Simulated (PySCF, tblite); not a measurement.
Isomers of C4H4F3S (doublet state), one GFN2-xTB conformer each. Single-point energies are computed at B3LYP/pcH-1 (PySCF, gas phase, no added dispersion term), electronic only. GFN2-xTB treats the open shell by occupation alone, and not every SCF solution was tested for stability.

```
                SMILES  GFN2-xTB relative energy (kJ/mol)
   [CH2]S/C=C/C(F)(F)F                                0.0
      FC(F)=C(F)C[CH]S                               14.5
   [CH2]SC(=C)C(F)(F)F                               16.2
[H]/[C]=C(\SC)C(F)(F)F                               77.1
FC(F)(F)[C@]1(S)[CH]C1                               46.7
```

Conformers: `[CH2:1][S:2]/[CH:3]=[CH:4]/[C:5]([F:6])([F:7])[F:8]` (doublet state) with H–C1–S2–C3 2° and 180°, C1–S2–C3–C4 180°; `[F:1][C:2]([F:3])=[C:4]([F:5])[CH2:6][CH:7][SH:8]` (doublet state) with C2–C4–C6–C7 94°, C4–C6–C7–S8 -78°, C6–C7–S8–H -25°; `[CH2:1][S:2][C:3](=[CH2:4])[C:5]([F:6])([F:7])[F:8]` (doublet state) with H–C1–S2–C3 -28° and 172°, C1–S2–C3–C4 -13°; `[H]/[C:1]=[C:2](\[S:3][CH3:4])[C:5]([F:6])([F:7])[F:8]` (doublet state) with C1–C2–S3–C4 1°; `[F:1][C:2]([F:3])([F:4])[C@:5]1([SH:6])[CH:7][CH2:8]1` (doublet state) with C2–C5–S6–H -52°.

What does B3LYP/pcH-1 give for the same structures?

```
                SMILES  B3LYP/pcH-1 E (Eh)  B3LYP/pcH-1 (kJ/mol)  GFN2-xTB (kJ/mol)  point group
   [CH2]S/C=C/C(F)(F)F          -852.51107                   0.0                0.0      near Cs
   [CH2]SC(=C)C(F)(F)F          -852.50510                  15.7               16.2           C1
FC(F)(F)[C@]1(S)[CH]C1          -852.47901                  84.2               46.7            –
      FC(F)=C(F)C[CH]S          -852.47817                  86.4               14.5           C1
[H]/[C]=C(\SC)C(F)(F)F          -852.47811                  86.5               77.1      near Cs
```

Both levels put the same isomer lowest; measured from each level's own lowest isomer, the values differ by up to 71.9 kJ/mol (FC(F)=C(F)C[CH]S: 14.5 against 86.4). Neighbours under 21 kJ/mol apart ([CH2]S/C=C/C(F)(F)F and [CH2]SC(=C)C(F)(F)F; FC(F)(F)[C@]1(S)[CH]C1 and FC(F)=C(F)C[CH]S; FC(F)=C(F)C[CH]S and [H]/[C]=C(\SC)C(F)(F)F) can change places with a better method, another conformer or zero-point energy.

What happens when harmonic zero-point energies from GFN2-xTB frequencies are added?

| SMILES | ZPE (kJ/mol) | electronic (kJ/mol) | with ZPE (kJ/mol) |
| --- | --- | --- | --- |
| [CH2]S/C=C/C(F)(F)F | 179.9 | 0.0 | 0.0 |
| [CH2]SC(=C)C(F)(F)F | 180.9 | 15.7 | 16.6 |
| FC(F)(F)[C@]1(S)[CH]C1 | 178.5 | 84.2 | 82.7 |
| FC(F)=C(F)C[CH]S | 180.9 | 86.4 | 87.4 |
| [H]/[C]=C(\SC)C(F)(F)F | 181.1 | 86.5 | 87.7 |

The zero-point energies span 2.6 kJ/mol. The order is unchanged.
